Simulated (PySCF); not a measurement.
## How methods differ on the excitation energy of Bi⁺

Bi⁺ [Xe] 4f14 5d10 6s2 6p2 (3P) → Bi⁺ [Xe] 4f14 5d10 6s1 6p3 (5S), as a difference of total energies. Calculation: PySCF 2.14, in aug-cc-pV5Z-PP with ECP60MDF; scalar relativity through the core potential. Correlated levels: valence: 5s2 5p6 5d10 frozen. The calculations carry no spin-orbit coupling.

| method | excitation energy (eV) |
| --- | --- |
| UHF | 6.241 |
| LDA | 9.010 |
| PBE | 8.693 |
| PBE0 | 8.235 |
| r2SCAN | 8.045 |
| MN15 | 8.771 |
| r2SCAN0 | 7.800 |
| BLYP | 9.050 |
| MP2 (valence) | 7.010 |
| SCS-MP2 (valence) | 7.346 |

Question: How much does correlation contribute at MP2 (valence)?

Answer: 7.010 − (6.241) = 0.769 eV, measured against UHF.

Spin-orbit coupling is strong in these open shells (close to jj coupling). The scalar numbers leave it out and a first-order estimate fails, so it can dominate the gap to the real levels.
